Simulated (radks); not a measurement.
Q: The mean radii <r> (bohr) of the occupied orbitals of an atom or ion are listed with their occupations. All-electron calculation, Dirac Kohn-Sham, exchange-only PBE, spin-unpolarised, spherical densities, finite nucleus; Fermi nuclear charge, rms radius of each element as measured or else 0.836 A^(1/3) + 0.57 fm. Program: a radial shooting solver on a logarithmic mesh with Libxc functionals.

orbital  occ.      <r>
1s1/2       2  0.01835
2s1/2       2  0.07674
2p1/2       2  0.06345
2p3/2       4  0.07135
3s1/2       2   0.1956
3p1/2       2   0.1852
3p3/2       4   0.1986
3d3/2       4   0.1726
3d5/2       5   0.1767

Name the element and its charge. Open shells, if any, fill j = l - 1/2 first.

A: Z = 74, tungsten, charge +47: W47+ in [Ar] 3d9. The 1s radius gives Z: for a bare nucleus <r> = (2 gamma + 1)/(2Z) with gamma = sqrt(1 - (Z/c)^2), 0.01813 bohr for Z = 74, and screening makes it slightly larger (0.01835 here). The occupations add up to 27, and the charge is Z minus that.
